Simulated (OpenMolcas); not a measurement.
# Nb3+: moving or changing the point charges

Nb3+ among 6 point charges of -1.5 e arranged as an octahedron (Oh), 1.91 Å from the ion.
```
   1.9100    0.0000    0.0000  -1.50
   0.0000    1.9100    0.0000  -1.50
  -1.9100    0.0000    0.0000  -1.50
   0.0000   -1.9100    0.0000  -1.50
   0.0000    0.0000    1.9100  -1.50
   0.0000    0.0000   -1.9100  -1.50
```

```
Program             : OpenMolcas
Method              : CASSCF
Basis               : ANO-RCC-VDZP [6s5p3d1f]
Scalar Hamiltonian  : DKH2, point nucleus
Active space        : 2 electrons in 5 orbitals (4d)
State averaging     : 2S+1 = 3 even, 10 roots; 2S+1 = 1 even, 15 roots
Spin-orbit coupling : RASSI with atomic mean-field integrals over the reference wave functions
```

Runs around this geometry, states (labels of O, the rotations of Oh). Energies in cm-1 above the lowest state or level, χT in cm3 K/mol; under a threefold ground state the first gap can be a small split of the lowest multiplet, not the spin-orbit step; 10Dq and B are least-squares fits to the states below 45000 cm-1, weighted by degeneracy, with a free offset, and given where the rms deviation is under 5 % of |10Dq| (or 100 cm-1) and under 700 cm-1.

```tsv
R (Å)	q (e)	Ground state	First state of that spin	10Dq	B (rms of fit)	First gap with spin-orbit (degeneracies)	χT at 300 K	First state of another spin
1.91	-0.75	3T1	3T2 7436	8724	743 (124)	92.8 (2, 3)	0.345	1T2 10611
1.91	-1.5	3T1	3T2 16161	18065	692 (203)	33.1 (2, 3)	0.453	1T2 9603
2.02	-1.5	3T1	3T2 12235	14240	709 (319)	50.8 (2, 3)	0.404	1T2 10092
```

Taking |10Dq| as R^-n, n = -ln(14240 / 18065) / ln(2.02 / 1.91) = 4.2 between the shortest and longest distance. The point-charge formula for a cubic d site gives n = 5.

Scaling the charges by -0.75 / -1.5 = 0.50 scales |10Dq| by 8724 / 18065 = 0.48; with fixed orbitals a first-order splitting would follow the charge.

An orbital triplet at a regular site is open to Jahn-Teller coupling, which can distort the site and quench the lowest spin-orbit gaps and is left out. Without dynamic correlation the repulsion within the d shell is too large (B by tens of per cent), so at a given field states of lower spin stand too high. This field is weak: 10Dq is about 8724 cm-1, while octahedral complexes of 4d ions of charge 3 and more, computed by the same method with explicit ligands, had a median near 25000 cm-1. Ground spin and moment need not be those of a real site (figures for R = 1.91, q = -0.75; the like holds for R = 2.02, q = -1.5). Point charges carry no covalency, so the field is a model and not that of real ligands. No measured value stands beside these numbers.
